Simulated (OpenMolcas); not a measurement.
Cu2+ with 6 ligands (chloride) in octahedral coordination (Oh). A charge of +0.667 e stands 3.2 Å behind each ligand. Ligand basis ANO-RCC-VDZP.

```json
{"Program": "OpenMolcas", "Method": "SS-CASPT2, IPEA 0.25 Eh, imaginary shift 0.1 Eh (closed shells correlated: 3s 3p and the ligand valence shells)", "Basis": "ANO-RCC-VTZP [6s5p3d2f1g]", "Scalar Hamiltonian": "DKH2, point nucleus", "Active space": "9 electrons in 5 orbitals (3d)", "State averaging": "2S+1 = 2 even, 5 roots", "Spin-orbit coupling": "RASSI with atomic mean-field integrals over the reference wave functions"}
```

All ligands move together. At R = 2.49 Å |10Dq| is 4741 cm-1, and at R = 2.56 Å it is 3932 cm-1.

Task: A third run gives 5437 cm-1. What distance was it run at?

Result: With a power law R^-n the two known points give n = -ln(3932 / 4741) / ln(2.56 / 2.49) = 6.75. Then R = 2.49 × (4741 / 5437)^(1/6.75) = 2.440 Å. The run was at 2.44 Å, so the estimate is off by 0 Å.

Over all roots computed the reference weight is 0.67 in R = 2.44, 0.67 in R = 2.49, 0.67 in R = 2.56; a low but even weight reflects the number of correlated electrons. An orbital doublet at a regular site is open to a Jahn-Teller distortion, which this geometry leaves out. A single d shell leaves out the double-shell effect, which counts most for late 3d ions, where the CASPT2 field can be off either way by tens of per cent. Ligand-to-metal charge-transfer states are missing. With one d shell and no ligand orbital active, 10Dq can be off by tens of per cent for divalent 3d ions, low with halides held by bare charges and at times high in hosts, and the orbital part of g and χT goes as 1/10Dq. Free-ion shares, where given, are those of the reference states; single-state CASPT2 does not remix them. No measured value stands beside these numbers; the geometry is a model, was not optimised and need not be the one that this ion takes.
